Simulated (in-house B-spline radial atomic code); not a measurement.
The fluorine ion F³⁺: [He] 2s1 (2p1/2)1 (2p3/2)1 (5d3/2)1 (an excited or competing configuration)

All numbers are computed (Dirac-Hartree-Fock, average of the jj configuration; Fermi nucleus of rms radius 2.8976 fm) with a radial B-spline atomic code at the basis-set limit, not measured.

Z_r = [3n² - l(l+1)]/(2<r>); Z_e = n√(-2ε); the last column is Slater's effective charge. Values are occupation-weighted means over j.

| shell | electrons | ε (eV) | <r> (bohr) | Z_r | Z_e | Slater |
| --- | --- | --- | --- | --- | --- | --- |
| 1s | 2 | -824.82 | 0.175 | 8.57 | 7.79 | 8.70 |
| 2s | 1 | -124.77 | 0.8418 | 7.13 | 6.06 | 6.60 |
| 2p | 2 | -107.06 | 0.7747 | 6.45 | 5.61 | 6.60 |
| 5d | 1 | -8.9712 | 8.335 | 4.14 | 4.06 | 4.00 |

The least bound orbital is 5d3/2 at -8.971 eV, and it is also the most diffuse (<r> = 8.335 bohr).

For the 1s electron the small component carries 0.0996 % of the norm, the zero-frequency Breit interaction raises the level by 0.2583 eV, self-energy by 0.09923 eV, and vacuum polarisation lowers it by 0.005087 eV.
